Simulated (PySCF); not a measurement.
Job file and geometry (Å, from GFN2-xTB) of an NMR shielding run on SMILES C=C/C(C)=N\[C@H]([SiH3])CO, C$_{6}$H$_{13}$NOSi, GIAO PBE0/pcSseg-1 NMR shielding, non-relativistic, gas phase in PySCF; density fitting, a coarse starting grid and PySCF grid level 2 are the driver's defaults:

```
$ OMP_NUM_THREADS=1 python probes_run.py task.json out

{"job": {"kind": "nmr", "xc": "PBE0", "basis": "pcSseg-1"}, "charge": 0, "multiplicity": 1}
C      2.344032     2.028144    -0.545105
C      1.188864     1.381870    -0.430307
C      1.040053    -0.069684    -0.324337
C      2.269464    -0.916601    -0.490110
N     -0.044362    -0.697005    -0.103879
C     -1.322829    -0.110723     0.111827
Si    -1.481881     0.277259     1.985349
C     -2.371017    -1.134075    -0.333372
O     -2.289127    -1.401923    -1.711212
H      3.294354     1.522497    -0.558950
H      2.380260     3.102612    -0.620489
H      0.270202     1.953596    -0.408122
H      2.731608    -0.734049    -1.458596
H      1.995369    -1.964688    -0.414275
H      2.993114    -0.681993     0.288371
H     -1.485076     0.811855    -0.466555
H     -1.218265    -0.942903     2.743277
H     -0.478225     1.294435     2.306687
H     -2.833462     0.778132     2.237719
H     -2.236767    -2.060543     0.241801
H     -3.378890    -0.751878    -0.159911
H     -1.377831    -1.664948    -1.890661
```

Q: What does the program print?

A: 
```
coarse grid: 18352 points
cycle   1  E = -655.1100536228  dE =  1.014e+00  |g| = 6.861e-01  |ddm| = 4.191e+00
cycle   2  E = -655.0421578431  dE =  6.790e-02  |g| = 9.308e-01  |ddm| = 1.537e+00
cycle   3  E = -655.2041789911  dE = -1.620e-01  |g| = 1.133e-01  |ddm| = 9.684e-01
cycle   4  E = -655.2061556670  dE = -1.977e-03  |g| = 6.017e-02  |ddm| = 1.273e-01
cycle   5  E = -655.2068795286  dE = -7.239e-04  |g| = 2.330e-02  |ddm| = 7.521e-02
cycle   6  E = -655.2069957184  dE = -1.162e-04  |g| = 4.188e-03  |ddm| = 2.505e-02
cycle   7  E = -655.2069994587  dE = -3.740e-06  |g| = 9.581e-04  |ddm| = 4.645e-03
final grid: 171216 points
cycle   8  E = -655.2693711104  dE = -5.607e-05  |g| = 1.082e-02  |ddm| = 4.509e-02
cycle   9  E = -655.2693499123  dE =  2.120e-05  |g| = 1.487e-02  |ddm| = 2.270e-02
cycle  10  E = -655.2693963050  dE = -4.639e-05  |g| = 2.399e-03  |ddm| = 1.433e-02
cycle  11  E = -655.2693976328  dE = -1.328e-06  |g| = 5.568e-04  |ddm| = 2.461e-03
cycle  12  E = -655.2693976908  dE = -5.798e-08  |g| = 1.973e-04  |ddm| = 6.242e-04
cycle  13  E = -655.2693976984  dE = -7.604e-09  |g| = 4.365e-05  |ddm| = 2.104e-04
cycle  14  E = -655.2693976987  dE = -3.224e-10  |g| = 1.971e-05  |ddm| = 5.672e-05
converged SCF energy = -655.2693976987

GIAO shielding tensors (ppm)
atom      isotropic    diamagn.    paramagn.     s11        s22        s33       span
  0 C       56.953     254.488    -197.535    -54.924     56.627    169.156    224.080
  1 C       54.124     258.986    -204.862    -62.098     55.408    169.062    231.160
  2 C       18.356     257.137    -238.781    -79.480      7.169    127.377    206.857
  3 C      159.342     250.346     -91.004    141.080    150.448    186.498     45.418
  4 N     -106.278     335.895    -442.173   -404.774   -125.062    211.000    615.775
  5 C      132.451     253.194    -120.743    112.814    140.458    144.079     31.265
  6 Si     422.912     881.909    -458.997    389.880    413.692    465.164     75.283
  7 C      116.061     243.417    -127.356     94.568    110.020    143.595     49.027
  8 O      294.356     391.659     -97.303    276.734    291.905    314.428     37.694
  9 H       25.787      31.659      -5.872     22.887     24.623     29.851      6.964
 10 H       25.755      29.081      -3.326     23.596     24.778     28.892      5.296
 11 H       24.745      35.524     -10.779     21.345     22.121     30.769      9.424
 12 H       29.522      30.511      -0.989     26.112     28.296     34.158      8.045
 13 H       29.543      31.083      -1.540     25.671     29.243     33.715      8.045
 14 H       29.298      31.084      -1.786     25.964     28.260     33.670      7.707
 15 H       27.686      34.702      -7.015     24.582     27.983     30.494      5.911
 16 H       28.118      30.497      -2.379     25.226     26.492     32.636      7.411
 17 H       28.169      30.944      -2.776     24.049     28.050     32.407      8.359
 18 H       27.963      30.027      -2.064     24.489     25.784     33.616      9.127
 19 H       27.258      30.641      -3.384     22.282     27.885     31.606      9.324
 20 H       27.835      29.397      -1.562     23.199     28.813     31.493      8.293
 21 H       30.271      34.536      -4.265     20.338     29.677     40.799     20.461
```

Q: Turn these shieldings into chemical shifts. Shifts are taken against calculated references (same method and geometry level): TMS for ¹³C (186.93 ppm) and ²⁹Si (349.16 ppm) and ¹H (31.72 ppm); NH3 for ¹⁵N (267.73 ppm); ¹⁷O (336.08 ppm) against H2O.

A: Averaging equivalent atoms: C 2: 168.6; C 1: 132.8; C 0: 130.0; C 7: 70.9; C 5: 54.5; C 3: 27.6; N 4: 374.0; Si 6: -73.8; O 8: 41.7; H 11: 6.97; H 10: 5.96; H 9: 5.93; H 19: 4.46; H 15: 4.03; H 20: 3.88; H 16/17/18: 3.63; H 12/13/14: 2.26; H 21: 1.45 ppm. Experimental scales use liquid or dissolved standards, which lie at an offset from isolated NH3 (liquid NH3: subtract about 20 ppm) and H2O (liquid H2O: subtract about 36 ppm). Unscaled 15N shifts of sp2 nitrogen come out 20 to 40 ppm too high even then.

Size and cost of the density-fitted run: 225 basis functions, 56 s wall time on 1 thread of an Arm Neoverse V2, shared host; peak memory 0.96 GiB.
